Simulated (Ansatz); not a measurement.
Reaction (formal loss of a carbene): `CBC[SiH2]O` → `[CH2]` (triplet) + `CB[SiH2]O`

Program: Ansatz. Geometries: PBE0-D4/def2-TZVP. ΔE: electronic, gas phase. CCSD(T)/CBS is the MP2 limit (def2-TZVPP, def2-QZVPP) plus CCSD(T) − MP2 in def2-TZVPP, frozen cores. This one scheme is used for every species. DFT in def2-TZVPP. B3LYP here is the variant with VWN-RPA as its local correlation; programs differ in this. Triplets are unrestricted, without spin–orbit coupling. Each species was taken in one conformer, which may not be the lowest.

| level | ΔE (kJ/mol) | difference from CCSD(T)/CBS |
| --- | --- | --- |
| BLYP-D4 | 516.0 | -14.4 |
| r2SCAN-D4 | 508.6 | -21.8 |
| PBE0-D4 | 523.9 | -6.5 |
| CAM-B3LYP-D4 | 526.1 | -4.3 |
| ωB97X-V | 537.1 | 6.7 |
| ωB97M-V | 536.7 | 6.3 |
| PBE | 521.4 | -9.0 |
| B3LYP | 508.0 | -22.4 |
| r2SCAN0 | 504.2 | -26.2 |
| CAM-B3LYP | 519.9 | -10.5 |
| LC-ωPBE | 516.6 | -13.8 |
| MP2/def2-SVP | 521.8 | -8.6 |
| CCSD(T)/def2-SVP | 503.9 | -26.5 |
| HF/def2-TZVPP | 379.8 | -150.6 |
| MP2/def2-QZVPP | 546.6 | 16.2 |
| SCS-MP2/def2-QZVPP | 543.1 | 12.7 |
| CCSD(T)/CBS | 530.4 | 0 |

Largest T1 diagnostic among the species: 0.011.

Leaving LDA and LC-ωPBE aside and taking each functional with its dispersion term where it has one, the values, not all of them listed here, spread over 30.6 kJ/mol, from r2SCAN0-D4 to ωB97X-V. LDA lies +78.7 kJ/mol from PBE without D4. In def2-TZVPP, CCSD(T) changes the Hartree–Fock value by +138.2 kJ/mol (the triples alone add +11.7 kJ/mol) and MP2 by +159.5 kJ/mol.
